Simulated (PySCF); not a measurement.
## Au2O: from structure and modes to constants

All numbers come from PBE0/[O def2-TZVP, Au def2-TZVP with ECP60], scalar-relativistic core potentials, density fitting, no spin–orbit coupling, PySCF.

The singlet minimum has C2v symmetry. Masses (u): O 15.99492, Au 196.96655.

```xyz
3
charge 0 multiplicity 1, angstrom
O     0.0000    0.0000   -1.1837
Au    1.5155    0.0000    0.0390
Au   -1.5155    0.0000    0.0390
```

Harmonic wavenumbers (cm⁻¹): 61.1 (a1, ×1), 509.6 (a1, ×1), 552.5 (b2, ×1).

Find the principal moments of inertia and the rotational constants. What kind of rotor is it?

About the centre of mass I = 22.981, 904.8, 927.78 u Å². With B = 16.8576/I this gives 0.7336, 0.01863, 0.01817 cm⁻¹. The molecule is an asymmetric top with κ = -1.00.

What is the harmonic zero-point energy?

Half the sum of all 3 wavenumbers, 1123/2 = 562 cm⁻¹, which is 6.7 kJ/mol (1 cm⁻¹ = 0.0119627 kJ/mol).

Find the vibrational entropy and heat capacity at 298.15 K.

With u = 1.43878 ω/T, each mode gives S = R[u/(eᵘ−1) − ln(1−e⁻ᵘ)] and C = R u² eᵘ/(eᵘ−1)².
```json
{"ω (cm⁻¹)": "61.1", "u": "0.295", "S (J/(mol K))": "18.49", "C (J/(mol K))": "8.25"}
{"ω (cm⁻¹)": "509.6", "u": "2.459", "S (J/(mol K))": "2.65", "C (J/(mol K))": "5.14"}
{"ω (cm⁻¹)": "552.5", "u": "2.666", "S (J/(mol K))": "2.26", "C (J/(mol K))": "4.75"}
```
The sums over all modes are S = 23.4 and C = 18.1 J/(mol K); the softest mode gives 79 % of the entropy.

Give the standard entropy (298.15 K, 1 bar) by its translational, rotational, vibrational and spin parts, and Cp.

Sackur–Tetrode with M = 409.93 u gives 183.9; rotation with symmetry number 2 gives 112.5; vibration 23.4; spin R ln 1 = 0.0. The total is 319.8 J/(mol K), and Cp = 4 R + 18.1 = 51.4 J/(mol K).

This need not be the most stable arrangement of these atoms. No spin–orbit coupling is included, which matters more the heavier the element.
